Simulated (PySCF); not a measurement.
Radial density of Tl+ (thallium, charge +1)

M06, [Xe] 4f14 5d9 6s2 6p1, one real determinant (an excited configuration). Calculation: PySCF 2.14, in x2c-TZVPPall (11s7p6d3f, 83 functions); the spin-free X2C one-electron Hamiltonian (Gaussian nucleus).

```
r (bohr)  4πr²ρ (e/bohr)  4πr²(ρα − ρβ)
  0.0130           112.4         0.0019
  0.0218           99.46         0.0064
  0.0366           135.3         0.0169
  0.0616           143.5         0.0524
   0.104           123.9         0.1144
   0.174           124.6         0.0060
   0.293           84.89         0.2139
   0.493           65.80         0.0163
   0.830           24.72         0.7201
    1.40           10.83         0.8118
    2.35           2.487         0.4977
    3.95          0.3542         0.2034
    6.64         0.01007         0.0087
    11.2       3.156e-05         0.0000
```

Densities and radii are taken from the X2C orbitals without a picture-change correction, which distorts them close to the nucleus.

⟨L²⟩ = 8.00 against 12 for a pure F term, so this real determinant mixes terms. Spin-orbit coupling, absent here, splits the open shell strongly.
